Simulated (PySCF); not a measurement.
A species of formula C6H14OP2 has this rotational fingerprint, computed with PBE0/pcSseg-1 in PySCF (dipole) on a GFN2-xTB geometry, gas phase:

* Rotational constants: A = 1740, B = 767.1, C = 648.8 MHz
* Dipole components: |μa| = 0.94 D, |μb| = 0.44 D, |μc| = 2.07 D
* Inertial defect: -170.24 u·Å²
* κ: -0.78

Question: Which candidate fits, each taken in the one conformer that was computed?
A. `[CH2:1]=[C:2]([CH3:3])[P@:4](=[O:5])([CH2:6][CH3:7])[CH2:8][PH2:9]` with C1–C2–P4–O5 -7°, C2–P4–C6–C7 69°, C2–P4–C8–P9 171°, P4–C8–P9–H 61° and 154°
B. `[CH3:1]/[CH:2]=[CH:3]/[P@@:4]([CH3:5])(=[O:6])[P:7]([CH3:8])[CH3:9]` with C2–C3–P4–C5 -128°, C3–P4–P7–C8 -175°
C. `[CH3:1][O:2][CH2:3][P:4]([CH2:5][PH2:6])[CH:7]1[CH2:8][CH2:9]1` with C1–O2–C3–P4 180°, O2–C3–P4–C5 48°, C3–P4–C5–P6 -179°, P4–C5–P6–H -42° and 50°, C3–P4–C7–C8 -157°
D. `[CH2:1]=[C:2]([CH3:3])[P@:4]([CH3:5])(=[O:6])[P:7]([CH3:8])[CH3:9]` with C1–C2–P4–C5 125°, C2–P4–P7–C8 169°

Answer: B. It is C/C=C/[P@@](C)(=O)P(C)C, an asymmetric top, point group C1. The candidates at the same level (rigid rotor, commonest isotopes):

```json
{"SMILES": "C=C(C)[P@](=O)(CC)CP", "A (MHz)": "1529", "B (MHz)": "816.0", "C (MHz)": "721.3", "μa (D)": "1.39", "μb (D)": "1.29", "μc (D)": "3.19", "Δ (u·Å²)": "-249.26", "point group": "C1", "rotor": "asymmetric top"}
{"SMILES": "COCP(CP)C1CC1", "A (MHz)": "1266", "B (MHz)": "824.4", "C (MHz)": "573.2", "μa (D)": "2.54", "μb (D)": "0.47", "μc (D)": "0.03", "Δ (u·Å²)": "-130.50", "point group": "C1", "rotor": "asymmetric top"}
{"SMILES": "C/C=C/[P@@](C)(=O)P(C)C", "A (MHz)": "1740", "B (MHz)": "767.1", "C (MHz)": "648.8", "μa (D)": "0.94", "μb (D)": "0.44", "μc (D)": "2.07", "Δ (u·Å²)": "-170.24", "point group": "C1", "rotor": "asymmetric top"}
{"SMILES": "C=C(C)[P@](C)(=O)P(C)C", "A (MHz)": "1558", "B (MHz)": "945.5", "C (MHz)": "856.3", "μa (D)": "0.61", "μb (D)": "1.01", "μc (D)": "2.29", "Δ (u·Å²)": "-268.72", "point group": "C1", "rotor": "asymmetric top"}
```

`C=C(C)[P@](=O)(CC)CP` has A 12 % too low; `COCP(CP)C1CC1` has A 27 % too low; `C=C(C)[P@](C)(=O)P(C)C` has C 32 % too high. No structure here is proved a minimum.
